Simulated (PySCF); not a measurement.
CH₇NOSi₂, SMILES N1[SiH2]O[SiH2]C1. Heavy atoms are numbered as in [CH2:1]1[NH:2][SiH2:3][O:4][SiH2:5]1. Hydrogens are named by the atom that carries them.

Geometry optimised at PBE0-D3(BJ)/def2-SVP. This is a generated structure with no PubChem entry under its InChIKey; it may be hypothetical. Other conformers were not sampled.

Level of theory: PBE/pcSseg-1 in PySCF.

GIAO shieldings, no solvent; atoms alike by connectivity are averaged. δ = σ(ref) − σ: ¹³C against TMS (σ = 182.0 ppm); ¹⁵N against NH3 (σ = 267.0 ppm); ²⁹Si against TMS (σ = 335.4 ppm); ¹⁷O against H2O (σ = 334.3 ppm); ¹H against TMS (σ = 31.49 ppm), references at their B3LYP-D3(BJ)/def2-TZVP geometries, non-relativistic.

```tsv
nucleus	atoms	count	δ (ppm)
¹³C	C1 (CH2)	1	30.7
¹⁵N	N2 (NH)	1	22.2
²⁹Si	Si5 (SiH2)	1	-2.7
²⁹Si	Si3 (SiH2)	1	-12.6
¹⁷O	O4	1	33.7
¹H	H on Si3	2	5.87
¹H	H on Si5	2	5.61
¹H	H on C1	2	3.06
¹H	H on N2	1	0.21
```
